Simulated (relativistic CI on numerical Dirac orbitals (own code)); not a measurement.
# Ligand-field terms of d4

Computed with a parametric ligand-field model of a d^n configuration (Racah B and C, spin-orbit zeta, crystal field), exact diagonalisation.

Field parameters in Wybourne normalisation: D3d B²₀ = −7Dσ, B⁴₀ = −14Dq − 21Dτ, B⁴₃ = −14√(10/7) Dq; D4h B²₀ = −7Ds, B⁴₀ = 21(Dq − Dt), B⁴₄ = 21√(5/14) Dq; Oh B⁴₀ = 21Dq, B⁴₄ = √(5/14) B⁴₀. The field is a parameter set, without covalency.

Problem. Ground term and bands for B = 850, C = 4320, ζ = 0 cm⁻¹, D3d, 10Dq = 11550, Dσ = -1200, Dτ = 230 cm⁻¹?

Solution. Ground term 5E with 1.03 electrons in the two orbitals of the cubic e set. Spin-allowed: 5A1 11438 cm⁻¹ (874 nm), 5E 13876 cm⁻¹ (721 nm). Lowest spin-forbidden: 3E 11436 cm⁻¹ (874 nm), 3A2 12474 cm⁻¹ (802 nm), 3E 21538 cm⁻¹ (464 nm).

Problem. Ground term and bands for B = 810, C = 3610, ζ = 0 cm⁻¹, D3d, 10Dq = 15850, Dσ = -1020, Dτ = 240 cm⁻¹?

Solution. Ground term 5E with 1.01 electrons in the two orbitals of the cubic e set. Spin-allowed: 5A1 16040 cm⁻¹ (623 nm), 5E 17731 cm⁻¹ (564 nm). Lowest spin-forbidden: 3E 4134 cm⁻¹ (2419 nm), 3A2 4832 cm⁻¹ (2070 nm), 1E 14238 cm⁻¹ (702 nm).

Problem. Ground term and bands for B = 940, C = 4590, ζ = 0 cm⁻¹, Oh, 10Dq = 8500 cm⁻¹?

Solution. Ground term 5E with 1.00 electrons in the two orbitals of the cubic e set. Spin-allowed: 5T2 8500 cm⁻¹ (1176 nm). Lowest spin-forbidden: 3T1 17028 cm⁻¹ (587 nm), 3E 22849 cm⁻¹ (438 nm), 3T1 24304 cm⁻¹ (411 nm).

Problem. Ground term and bands for B = 850, C = 3770, ζ = 0 cm⁻¹, D4h, 10Dq = 16800, Ds = 3000, Dt = -540 cm⁻¹?

Solution. Ground term 5B1 with 1.00 electrons in the two orbitals of the cubic e set. Spin-allowed: 5A1 9300 cm⁻¹ (1075 nm), 5B2 16800 cm⁻¹ (595 nm), 5E 28500 cm⁻¹ (351 nm). Lowest spin-forbidden: 3E 3285 cm⁻¹ (3044 nm), 1A1 7123 cm⁻¹ (1404 nm), 1E 13636 cm⁻¹ (733 nm).

Problem. Ground term and bands for B = 520, C = 2240, ζ = 0 cm⁻¹, Oh, 10Dq = 4700 cm⁻¹?

Solution. Ground term 5E with 1.00 electrons in the two orbitals of the cubic e set. Spin-allowed: 5T2 4700 cm⁻¹ (2128 nm). Lowest spin-forbidden: 3T1 8096 cm⁻¹ (1235 nm), 3E 11443 cm⁻¹ (874 nm), 3T1 12129 cm⁻¹ (824 nm).
